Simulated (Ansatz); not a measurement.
Consider the cleavage of the Ge–B bond: `C[B]([AlH2])[GeH3]` + `NC#CO` → `NC#C[O][GeH3]` + `C[BH][AlH2]`.

Calculated with Ansatz (gas phase, PBE0-D4/def2-TZVP geometries, no zero-point term in ΔE). CCSD(T)/CBS adds triple-zeta CCSD(T) − MP2 to the extrapolated MP2 energy (def2 sets, frozen cores). DFT in def2-TZVPP. For Ge outer-core shells are correlated without core-valence functions, which leaves a few kJ/mol of doubt a bond. Scalar relativity is left out up to krypton. One conformer a species, not always the lowest.

**Question.** Is it downhill or uphill in electronic energy at CCSD(T)/CBS, and by how much? (An estimate is asked.)

**Answer.** The calculation gave: Downhill: ΔE = -25.8 kJ/mol.

**Question.** What do these levels give: PBE-D4, PBE0-D4, CCSD(T)/def2-TZVPP, HF/def2-QZVPP, MP2/CBS(def2), CCSD/CBS(def2)? (An estimate is asked.)

**Answer.** The calculation gave: PBE-D4 -14.9, PBE0-D4 -17.9, CCSD(T)/def2-TZVPP -30.4, HF/def2-QZVPP -57.4, MP2/CBS(def2) -30.8, CCSD/CBS(def2) -27.7 kJ/mol.

Largest T1 diagnostic among the species: 0.013.

The D4 term adds +3.3 kJ/mol with B3LYP and +1.9 kJ/mol with PBE0; it sums over pairs of atoms, weighted by their polarisabilities, and B3LYP, whose exchange is more repulsive, gets the larger term. In def2-TZVPP, CCSD(T) changes the Hartree–Fock value by +24.8 kJ/mol (the triples alone add +1.9 kJ/mol) and MP2 by +19.8 kJ/mol.

B3LYP here is the variant with VWN-RPA as its local correlation; programs differ in this.
